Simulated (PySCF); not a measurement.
Peak assignment

Molfile (atoms numbered from 1):
```
C5H7F3N2
     RDKit          3D

 17 16  0  0  0  0  0  0  0  0999 V2000
   -1.4538   -0.9841   -0.6441 C   0  0  0  0  0  0  0  0  0  0  0  0
   -1.2668    0.1308    0.3383 C   0  0  0  0  0  0  0  0  0  0  0  0
   -2.4698    0.8276    0.8822 C   0  0  0  0  0  0  0  0  0  0  0  0
   -0.1143    0.5324    0.7260 N   0  0  0  0  0  0  0  0  0  0  0  0
    0.9726   -0.1291    0.3172 N   0  0  0  0  0  0  0  0  0  0  0  0
    1.8269    0.4706   -0.4022 C   0  0  0  0  0  0  0  0  0  0  0  0
    3.0943   -0.2336   -0.7870 C   0  0  0  0  0  0  0  0  0  0  0  0
    3.2436   -0.2074   -2.1179 F   0  0  0  0  0  0  0  0  0  0  0  0
    3.1220   -1.4959   -0.3904 F   0  0  0  0  0  0  0  0  0  0  0  0
    4.1551    0.3913   -0.2628 F   0  0  0  0  0  0  0  0  0  0  0  0
   -0.6427   -1.7203   -0.5334 H   0  0  0  0  0  0  0  0  0  0  0  0
   -2.4304   -1.4711   -0.5166 H   0  0  0  0  0  0  0  0  0  0  0  0
   -1.4062   -0.6029   -1.6781 H   0  0  0  0  0  0  0  0  0  0  0  0
   -3.0788    1.2467    0.0644 H   0  0  0  0  0  0  0  0  0  0  0  0
   -2.1692    1.6359    1.5603 H   0  0  0  0  0  0  0  0  0  0  0  0
   -3.1131    0.1154    1.4249 H   0  0  0  0  0  0  0  0  0  0  0  0
    1.7142    1.5045   -0.7642 H   0  0  0  0  0  0  0  0  0  0  0  0
  1  2  1  0
  2  3  1  0
  2  4  2  0
  4  5  1  0
  5  6  2  0
  6  7  1  0
  7  8  1  0
  7  9  1  0
  7 10  1  0
  1 11  1  0
  1 12  1  0
  1 13  1  0
  3 14  1  0
  3 15  1  0
  3 16  1  0
  6 17  1  0
M  END
```

- PBE0-D3(BJ)/def2-SVP geometry
- NMR shieldings at CAM-B3LYP/pcSseg-1/GIAO
- code: PySCF 2.14
- one computed conformer, isolated molecule, no relativistic terms, equivalent nuclei averaged

Scale: TMS for 13C and 1H (reference shieldings calculated alike).

(1) Assign these signals to the numbered atoms. 13C{1H} NMR (computed): δ 162.8, 141.7, 127.0, 27.2, 19.1.

(2) Assign these signals to the numbered atoms. 1H NMR (400 MHz, computed): δ 6.67 (m, 1H), 2.06 (s, 3H), 1.72 (s, 3H).

## Answers

(1) 
| δ (ppm) | atoms | environment | reason |
| --- | --- | --- | --- |
| 162.8 | C2 | C=N carbon | – |
| 141.7 | C6 | C=N carbon | – |
| 127.0 | C7 | CF3 carbon | 3 electronegative neighbours deshield it |
| 27.2 | C3 | methyl carbon | aliphatic region, no heteroatom directly attached |
| 19.1 | C1 | methyl carbon | – |

(2) 
6.67 → H17, hydrogen on a C=N carbon
2.06 → H14/H15/H16, hydrogen on a methyl carbon
1.72 → H11/H12/H13, hydrogen on a methyl carbon

Splittings by 19F in the carbon and heteronuclear signals aren't shown, as no couplings were computed. Shifts are as computed, not scaled to solution data. Of 1313 compounds with measured shifts, 239 miss one by over three times the rms of a fit or turn the order of signals round; such compounds aren't used in these exercises. No couplings were computed; multiplicities are counted from neighbouring protons, with m where these are inequivalent, close in shift, in a saturated or five-membered ring or joined by F or P, and br s for small geminal =CH2 splittings.
